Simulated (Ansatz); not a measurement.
The same path of CH₇FOSi₂ (12 atoms, charge 0, multiplicity 1) was run twice with different band settings. The coordinate that changes most is the dihedral H6–O1–C2–Si3.

Computed with RKS PBE/def2-SVP (Ansatz).

Relaxed end points:

```xyz
12
Properties=species:S:1:pos:R:3
O -1.819 -0.137 2.019
C -1.354 0.162 0.708
Si 0.524 -0.205 0.509
Si 1.343 0.230 -1.658
F 1.045 1.813 -2.016
H -1.715 -1.098 2.152
H -1.937 -0.357 -0.093
H -1.518 1.249 0.544
H 0.738 -1.673 0.799
H 1.304 0.580 1.530
H 0.642 -0.615 -2.690
H 2.826 -0.005 -1.769
```

```xyz
12
Properties=species:S:1:pos:R:3
O -1.886 -0.405 1.916
C -1.396 -0.039 0.631
Si 0.478 -0.426 0.436
Si 1.354 0.292 -1.631
F 1.008 1.899 -1.787
H -1.427 0.153 2.570
H -1.964 -0.637 -0.114
H -1.588 1.032 0.375
H 0.729 -1.903 0.600
H 1.207 0.288 1.549
H 0.716 -0.430 -2.789
H 2.847 0.122 -1.721
```

Common settings: movable images 5; climbing image yes; spring 5.0 eV/Å²; optimiser quadratic models (default); start path through a guess of the saddle point; iteration limit 60; end points relaxed.

| run | force threshold |
| --- | --- |
| 1 | 0.05 eV/Å |
| 2 | 0.5 eV/Å |

(1) What does each run give, and how far can it be trusted?

Answers

(1) Run 1: converged after 8 iterations, highest image 0.089 eV above the first end. A vibrational analysis at the climbing image gives one clearly imaginary mode, 374i cm⁻¹: a first-order saddle point.
Run 2: converged after 3 iterations, highest image 0.099 eV above the first end. The threshold of 0.5 eV/Å is loose, so the images may lie well off the minimum-energy path. The order of the stationary point at the top wasn't checked.
